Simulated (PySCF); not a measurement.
H3S2, SMILES S[SH2+], charge +1. Heavy atoms are numbered as in [SH:1][SH2+:2]. Hydrogens are named by the atom that carries them.

The structure is a stationary point at B3LYP-D3(BJ)/def2-TZVP. The isomer is the one that the SMILES or the coordinates give; other isomers of the formula were not compared.

Computed with HF/def2-TZVPD (PySCF).

Mulliken values depend strongly on the basis, most of all with diffuse functions as here. ESP charges are fitted to the potential on shells at 1.4 to 2.0 van der Waals radii. Atomic charges (e), one atom of each kind:

| atom | ESP fit | Mulliken |
|---|---|---|
| S1 (SH) | 0.06 | -0.04 |
| S2 (SH2) | 0.18 | -0.06 |
| H on S1 | 0.25 | 0.34 |
| H on S2 | 0.26 | 0.39 |
